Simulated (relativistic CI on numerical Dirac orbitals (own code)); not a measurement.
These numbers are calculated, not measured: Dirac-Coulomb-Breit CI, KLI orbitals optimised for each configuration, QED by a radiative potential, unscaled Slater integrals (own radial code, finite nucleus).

Configurations in the expansion (outside the closed core 1s2): 2s, 2p, 3s, 3p, 3d, 4s, 4p, 4d, 4f, 5s, 5p, 5d, 5f, 5g, 6s, 6p, 6d. Levels of other configurations are missing.

At this charge energies of transitions that change n are usually good to better than 1 %, and those within a shell (Δn = 0) to a few per cent.

Outline of the computed level scheme of Hf LXX. Lowest level of each configuration: 2s 2S_1/2 at 0.0 eV; 2p 2P°_1/2 at 185.5 eV; 3s 2S_1/2 at 10467.8 eV; 3p 2P°_1/2 at 10517.9 eV; 3d 2D_3/2 at 10925.9 eV; 4s 2S_1/2 at 14054.5 eV; 4p 2P°_1/2 at 14074.8 eV; 4d 2D_3/2 at 14245.9 eV; 4f 2F°_5/2 at 14293.9 eV.

Some strong electric-dipole decays among the lowest 15 levels: 3d 2D_5/2 → 2p 2P°_3/2 (1.5e+15 s⁻¹); 3d 2D_3/2 → 2p 2P°_1/2 (1.4e+15 s⁻¹); 3p 2P°_1/2 → 2s 2S_1/2 (6.6e+14 s⁻¹); 4d 2D_3/2 → 2p 2P°_1/2 (5.0e+14 s⁻¹); 4d 2D_5/2 → 2p 2P°_3/2 (5.0e+14 s⁻¹); 3p 2P°_3/2 → 2s 2S_1/2 (4.7e+14 s⁻¹); 4f 2F°_7/2 → 3d 2D_5/2 (3.3e+14 s⁻¹); 4f 2F°_5/2 → 3d 2D_3/2 (3.2e+14 s⁻¹).
